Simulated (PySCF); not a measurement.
# Computed properties of Ge(OH)4 (GeH4O4), SMILES [OH][Ge]([OH])([OH])[OH]

GeH4O4, SMILES [OH][Ge]([OH])([OH])[OH]. Geometry optimised at PBE0-D3(BJ)/def2-SVP. The isomer is the one that the SMILES or the coordinates give; other isomers of the formula were not compared. Other conformers were not sampled. All values are computed for the isolated molecule unless a solvent is named; none is compared with measurement here.

**Structure.** The optimised structure has S4 symmetry. All 21 harmonic modes at PBE0-D3(BJ)/def2-SVP (PySCF) are real, so it is a minimum. With heavy atoms numbered as in [OH:1][Ge:2]([OH:3])([OH:4])[OH:5], the shortest bond between them is Ge2–O4 at 1.756 Å and the longest Ge2–O5 at 1.756 Å.

**Vibrations.** The strongest infrared lines (harmonic, unscaled, degenerate partners summed) lie at 3901 cm⁻¹ (384 km/mol, H 94 %), 921 cm⁻¹ (339 km/mol, H 86 %, O 10 %), 769 cm⁻¹ (258 km/mol, O 75 %, Ge 22 %). The softest mode is at 153 cm⁻¹ and the zero-point energy is 34.9 kcal/mol.

**Electronic structure.** r2SCAN/def2-TZVP (PySCF) places the frontier levels at -7.84 and -0.75 eV, a gap of 7.09 eV, and gives a dipole moment of 0.00 D and a mean polarisability of 40.2 bohr³. PBE/def2-TZVP (PySCF) at the same geometry gives -7.40 and -1.26 eV, so its gap is 0.95 eV narrower. An orbital gap is neither the optical nor the fundamental gap.

**Excitations.** TDA-M06-2X/def2-SVPD (PySCF) has S1 at 7.88 eV (157 nm, f = 0.054, bright); the most intense of the 10 singlets computed lies at 9.17 eV (f = 0.27). Strengths of degenerate partners are summed. T1 (TDA) is at 7.48 eV, 0.40 eV under S1. TDA-PBE/def2-SVPD (PySCF) puts S1 at 6.10 eV. No vertical singlet excitation falls in the visible range (under 3.1 eV).

**NMR.** GIAO shifts at B3LYP/pcSseg-1 (PySCF) (non-relativistic, atoms alike by connectivity averaged): ¹H at 1.8 ppm against TMS.
